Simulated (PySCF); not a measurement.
## Si4H9F

Si4H9F is a small molecule, neutral, singlet. The structure, one conformer, was relaxed in the gas phase by PBE0-D3(BJ)/def2-SVP. No frequency run checks that it is a minimum.

SMILES: F[Si]([SiH3])([SiH3])[SiH3]

| atom | x (Å) | y (Å) | z (Å) |
| --- | --- | --- | --- |
| Si1 | -0.557 | -0.293 | 0.213 |
| Si2 | 0.646 | 0.520 | 2.058 |
| Si3 | 0.742 | -1.868 | -0.946 |
| Si4 | -1.123 | 1.485 | -1.213 |
| F5 | -1.936 | -1.017 | 0.743 |
| H6 | -0.150 | 1.532 | 2.817 |
| H7 | 1.033 | -0.595 | 2.976 |
| H8 | 1.887 | 1.171 | 1.532 |
| H9 | 1.984 | -1.170 | -1.407 |
| H10 | 0.009 | -2.395 | -2.137 |
| H11 | 1.127 | -3.007 | -0.058 |
| H12 | -1.890 | 1.000 | -2.401 |
| H13 | 0.154 | 2.113 | -1.678 |
| H14 | -1.933 | 2.509 | -0.486 |

Shieldings: GIAO PBE0/pcSseg-1. Shifts are against computed references at the same level: H TMS (σ 31.27 ppm), Si TMS (σ 352.0 ppm). Core levels by delta-SCF with SCAN, pcX-2 on the ionised atom and pcseg-1 elsewhere, spin-free X2C (2p3/2 is the spin-free 2p value less a third of a first-order spin-orbit splitting); from the vacuum level, for chosen atoms.

**Question.** Give the shieldings and core levels atom by atom.

**Answer.** 
```json
{"atoms": "Si1", "bonded to": "1 F + 3 Si", "σ (ppm)": "308.7", "δ (ppm)": "43.3", "core level (eV)": "2p3/2 107.07"}
{"atoms": "Si2 Si3 Si4", "bonded to": "1 Si + 3 H", "σ (ppm)": "455.8", "δ (ppm)": "-103.9", "core level (eV)": "2p3/2 106.58"}
{"atoms": "F5", "bonded to": "1 Si", "σ (ppm)": "449.3", "δ (ppm)": "-", "core level (eV)": "1s 691.70"}
{"atoms": "H6 H7 H8", "bonded to": "1 Si", "σ (ppm)": "27.57", "δ (ppm)": "3.69", "core level (eV)": "-"}
{"atoms": "H9 H10 H11", "bonded to": "1 Si", "σ (ppm)": "27.57", "δ (ppm)": "3.69", "core level (eV)": "-"}
{"atoms": "H12 H13 H14", "bonded to": "1 Si", "σ (ppm)": "27.57", "δ (ppm)": "3.70", "core level (eV)": "-"}
```

Values are those of this one static structure, with the three H of a rotating XH3 group averaged; atoms that internal rotation interchanges would show their mean in an NMR spectrum.

**Question.** Which of Si1, Si2 holds its core electrons tightest, and by how much against the loosest?

**Answer.** Si1 (bonded to 1 F + 3 Si), by 0.49 eV over Si2 (bonded to 1 Si + 3 H).

**Question.** By CAM-B3LYP/def2-SVPD (TDDFT singlets, Tamm-Dancoff triplets, ionisation by delta-SCF), where does absorption start, and what does vertical ionisation take?

**Answer.** The lowest singlet lies at 5.66 eV (f 0.013), the strongest of the first 6 at 6.97 eV (f 0.196), the lowest triplet at 5.04 eV; vertical ionisation takes 9.78 eV.
